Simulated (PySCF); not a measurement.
C₇H₇ (doublet state).
Geometry (GFN2-xTB, Å), atoms numbered from 1 in this order:
```
atom  x, y, z in Å
C1    -1.2784    1.6598    1.1195
C2    -0.3274    0.8268    0.8168
C3    -0.3322   -0.0772   -0.3262
C4    -1.5487   -0.0720   -1.1962
C5     0.7202   -0.8753   -0.5783
C6     1.8856   -0.9144    0.2070
C7     2.8919   -0.9605    0.8646
H8    -1.4886    2.3907    1.8641
H9     0.5863    0.7456    1.4237
H10   -2.4254   -0.3433   -0.6093
H11   -1.4465   -0.7680   -2.0253
H12   -1.7174    0.9293   -1.5904
H13    0.7113   -1.5421   -1.4314
H14    3.7685   -0.9999    1.4392
```

The hyperfine couplings belong to this conformer and change with its torsions.

As a line formula: `[H]/[C]=C/C(C)=C\C#C` [radical].

Computed with UKS B3LYP, pcH-1 on C H, non-relativistic, mean-field spin-orbit, GIAO in PySCF 2.14.0. Geometry: GFN2-xTB, one conformer, isolated molecule. Couplings are sensitive to structure, and on GFN2-xTB geometries they can be far from those on DFT ones. The SCF solution wasn't tested for stability.

The isotropic 13C couplings are +298.2, +51.0, -20.6, -6.8, +2.8 MHz. Assign them to C1; C2; C3; C5; C6.

```
site  a_iso (MHz)  ρ(0) (bohr⁻³)                 position  distance from C1 (Å)  spin population  largest |T| (MHz)
  C1       +298.2        +0.2652  largest spin population                  0.00            +1.06              142.3
  C2        -20.6        -0.0183           1 bond from C1                  1.30            -0.18               19.8
  C3        +51.0        +0.0454          2 bonds from C1                  2.45            +0.07                6.4
  C5         -6.8        -0.0060          3 bonds from C1                  3.65            -0.05                8.7
  C6         +2.8        +0.0025          4 bonds from C1                  4.18            +0.01                0.9
```

Match the computed a_iso(1H) values +186.8, +39.8, +5.9, +3.2, +0.8 MHz (means over equivalent nuclei) with the sites H8; H9; H10/H11/H12; H13; H14.

```
       site  a_iso (MHz)  ρ(0) (bohr⁻³)                                         position  distance from C1 (Å)  bound to  spin population there  largest |T| (MHz)
         H8        +39.8        +0.0089                                   1 bond from C1                  1.06        C1                  +1.06               41.1
         H9       +186.8        +0.0418  2 bonds from C1, on C2 of spin population -0.18                  2.10        C2                  -0.18                6.7
H10/H11/H12         +3.2        +0.0007                                  4 bonds from C1                  3.23        C4                   0.00                6.1
        H13         +5.9        +0.0013                                  4 bonds from C1                  4.55        C5                  -0.05                2.3
        H14         +0.8        +0.0002                                  6 bonds from C1                  5.71        C7                  -0.01                1.3
```

ρ(0) is the spin density at the nucleus and T the dipolar tensor; entries for several nuclei are means. The largest Mulliken spin populations are on C1 (+1.06), C2 (-0.18), H9 (+0.08) and C3 (+0.07). No atom but C1 exceeds +0.15. The positive populations add up to 1.24 and the negative ones to -0.24, together 2S = 1.

Nuclei that the bonding pattern makes equivalent are averaged, as if the motion that swaps them (rotation, inversion, ring flip) were fast.

Time: 74 s of wall time (grids of density and orbitals included); peak memory 0.90 GiB. Hardware: one thread of an Arm Neoverse N1, no GPU, on a shared host.
